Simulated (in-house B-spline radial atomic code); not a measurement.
# Ionising the xenon ion Xe³⁺ with different functionals

Computed with a radial B-spline atomic code at the basis-set limit: non-relativistic Hamiltonian, point nucleus, spin-polarised at highest spin, spherical fractional occupations for the functionals, the average over the highest-spin determinants for Hartree-Fock. The ionisation energy is the difference of two self-consistent energies, [Kr] 4d10 5s2 5p3 → [Kr] 4d10 5s2 5p2, without Breit or QED terms; ε is the level of the shell that loses the electron (its least bound occupied spin orbital). There is no spin-orbit coupling in this Hamiltonian.

Hybrids are left out here: with spherical fractional occupations of an open shell their exact exchange keeps a self-interaction that integer-occupation calculations don't have.

```json
{"method": "Hartree-Fock", "rung": "Hartree-Fock", "ΔSCF (eV)": "42.75", "-ε(5p) (eV)": "43.08"}
{"method": "LDA VWN5", "rung": "LDA", "ΔSCF (eV)": "43.23", "-ε(5p) (eV)": "37.94"}
{"method": "LDA PW92", "rung": "LDA", "ΔSCF (eV)": "43.22", "-ε(5p) (eV)": "37.93"}
{"method": "LDA exchange-only", "rung": "LDA", "ΔSCF (eV)": "42.12", "-ε(5p) (eV)": "36.86"}
{"method": "PBE", "rung": "GGA", "ΔSCF (eV)": "43.11", "-ε(5p) (eV)": "37.86"}
{"method": "PBEsol", "rung": "GGA", "ΔSCF (eV)": "43.15", "-ε(5p) (eV)": "37.89"}
{"method": "BLYP", "rung": "GGA", "ΔSCF (eV)": "?", "-ε(5p) (eV)": "?"}
{"method": "RPBE", "rung": "GGA", "ΔSCF (eV)": "43.09", "-ε(5p) (eV)": "37.85"}
{"method": "PW91", "rung": "GGA", "ΔSCF (eV)": "?", "-ε(5p) (eV)": "?"}
{"method": "BP86", "rung": "GGA", "ΔSCF (eV)": "43.20", "-ε(5p) (eV)": "37.92"}
{"method": "AM05", "rung": "GGA", "ΔSCF (eV)": "43.12", "-ε(5p) (eV)": "37.85"}
{"method": "OLYP", "rung": "GGA", "ΔSCF (eV)": "43.14", "-ε(5p) (eV)": "37.88"}
{"method": "TPSS", "rung": "meta-GGA", "ΔSCF (eV)": "43.23", "-ε(5p) (eV)": "38.02"}
{"method": "SCAN", "rung": "meta-GGA", "ΔSCF (eV)": "43.59", "-ε(5p) (eV)": "38.42"}
{"method": "r2SCAN", "rung": "meta-GGA", "ΔSCF (eV)": "43.58", "-ε(5p) (eV)": "38.40"}
{"method": "M06-L", "rung": "meta-GGA", "ΔSCF (eV)": "42.90", "-ε(5p) (eV)": "37.95"}
{"method": "revTPSS", "rung": "meta-GGA", "ΔSCF (eV)": "43.28", "-ε(5p) (eV)": "38.08"}
```

(1) What does PW91 give?

(2) What does BLYP give?

(3) How do they compare with the NIST value?

## Answers

(1) ΔSCF 43.18 eV, and -ε(5p) = 37.92 eV.

(2) ΔSCF 42.82 eV, and -ε(5p) = 37.52 eV.

(3) NIST lists 42.2 eV ± 0.2 (measured, ground level to ground level). Errors run from -0.08 to +1.39 eV; Hartree-Fock is closest (+0.55 eV), though others lie within the uncertainty of it, and part of that can be cancellation, since the calculations leave out relativity, Breit-QED terms, multiplet and fine-structure energies. Hartree-Fock also lacks correlation.
